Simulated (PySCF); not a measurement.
C₄H₅BCl₂.
Bonds: C1–C2 (double), C2–C3 (double), C3–C4, C4–B5, B5–Cl6, B5–Cl7. Hydrogens: H8, H9 on C1; H10 on C3; H11, H12 on C4.

Computed with PBE0-D3(BJ)/def2-SVP geometry optimisation, gas phase (PySCF).

(1) Give the optimised bond lengths and angles.

## Answers

(1) 
```
          bond  length (Å)
         C1=C2       1.307
         C2=C3       1.310
         C3–C4       1.508
         C4–B5       1.571
B5–Cl6, B5–Cl7       1.752
  C1–H8, C1–H9       1.096
        C3–H10       1.098
C4–H11, C4–H12       1.102
```

Bonds in one row agree within 0.01 Å and their mean is given. A selection of angles:
```
     angle  degrees
  C2–C1–H8    120.9
  H8–C1–H9    117.5
  C1–C2–C3    179.6
  C2–C3–C4    125.2
 C2–C3–H10    118.0
 C4–C3–H10    116.9
  C3–C4–B5    111.8
 C3–C4–H11    110.6
 C3–C4–H12    109.5
 B5–C4–H11    110.4
 B5–C4–H12    106.9
H11–C4–H12    107.5
 C4–B5–Cl6    121.9
 C4–B5–Cl7    120.2
Cl6–B5–Cl7    117.9
```

Torsions: C2–C3–C4–B5 -103° (anticlinal); C3–C4–B5–Cl6 -124° (anticlinal). The mirror-image conformer, all signs reversed, is as good.

B5 (three-coordinate boron) is planar (angles 121.9°, 120.2° and 117.9°, sum 360.0°, 0.00 Å off the plane of its three neighbours). The 3 C–C bonds span 1.307 Å (C1=C2, drawn double) to 1.508 Å (C3–C4, drawn single), a spread of 0.201 Å.

Point group: C1 (no symmetry element, even within 0.4 Å). Whether it is a minimum is left open (no frequencies). One conformer, not necessarily the lowest.

Time: 40 s of wall time; peak memory 0.52 GiB. Hardware: an Arm Neoverse V1 with one thread, on a shared host. That covers the optimisation of the geometry.
